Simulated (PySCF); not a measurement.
C₄H₇N₃Si.
Bonds: C1–C2 (double), C2–N3, N3–N4 (aromatic), N4–C5 (aromatic), C5–C6 (aromatic), C6–Si7, C6–N8 (aromatic), N3–N8 (aromatic). Hydrogens: H9, H10 on C1; H11 on C2; H12 on C5; H13, H14, H15 on Si7.

Method: TDDFT wB97X-D/def2-SVPD, vertical, gas phase, core orbitals frozen in the response in PySCF. One conformer (not necessarily the lowest) at the PBE0-D3(BJ)/def2-SVP geometry, without solvent, vibrations or thermal averaging. Torsions of this conformer, `[CH2:1]=[CH:2][n:3]1[n:4][cH:5][c:6]([SiH3:7])[n:8]1`: C1–C2–N3–N4 0°.

Task: What does the calculation give for the low-lying excited states?

Result: 

```csv
state,λ (nm),E (eV),f,|μ| (D),"main configurations (H = HOMO, L = LUMO)"
S1,231.4,5.36,0.525,5.08,H→L (96%)
S2,208.0,5.96,0.0001,0.07,H-2→L (93%)
S3,187.2,6.62,0.0070,0.53,H-3→L (87%)
S4,183.2,6.77,0.0015,0.24,"H-1→L (63%), H→L+1 (28%)"
S5,171.7,7.22,0.121,2.10,"H→L+1 (62%), H-1→L (27%)"
S6,169.3,7.32,0.046,1.28,"H→L+2 (54%), H→L+3 (17%), H→L+5 (12%)"
S7,164.9,7.52,0.030,1.03,"H-4→L (73%), H-1→L+1 (9%)"
S8,161.1,7.70,0.255,2.95,"H→L+4 (57%), H→L+6 (17%), H-1→L+1 (9%)"
S9,160.1,7.74,0.040,1.17,"H→L+5 (56%), H→L+2 (18%)"
S10,156.9,7.90,0.0020,0.26,H-2→L+1 (75%)
```

Triplets, Tamm–Dancoff:

```json
{"state": "T1", "E (eV)": "3.67", "λ (nm)": "337.9", "main configurations (H = HOMO, L = LUMO)": "H→L (89%)"}
{"state": "T2", "E (eV)": "4.80", "λ (nm)": "258.3", "main configurations (H = HOMO, L = LUMO)": "H-1→L (76%)"}
{"state": "T3", "E (eV)": "5.26", "λ (nm)": "235.8", "main configurations (H = HOMO, L = LUMO)": "H-4→L (29%), H-2→L (16%), H→L+6 (15%)"}
{"state": "T4", "E (eV)": "5.26", "λ (nm)": "235.5", "main configurations (H = HOMO, L = LUMO)": "H-2→L (68%)"}
```

The lowest singlet comes at 231 nm (517 kJ/mol) in the ultraviolet; it is strong; its leading configuration is HOMO→LUMO (96%). The lowest level is also the most intense of those listed (f = 0.525). Löwdin shares by element: HOMO carbon 55% or more, nitrogen 16% or more (atoms not listed hold the other 30%); LUMO nitrogen 31% or more, carbon 30% or more (atoms not listed hold the other 38%). Of the 10 states listed, 6 reach f = 0.01 and 1 stays under 0.0005. Weighted by f, the mean energy of these states is 6.42 eV. The listed states span 2.55 eV, and the widest gap between neighbours is 0.66 eV (S2 to S3). No computed singlet lies in the visible range (380 to 750 nm); the lowest, at 231 nm, stands 2.09 eV above its violet end (3.26 eV). The vertical ionisation energy (ΔSCF) is 9.02 eV, 1.12 eV above S10. Only the lowest 10 singlets were computed, as vertical energies without vibronic structure.
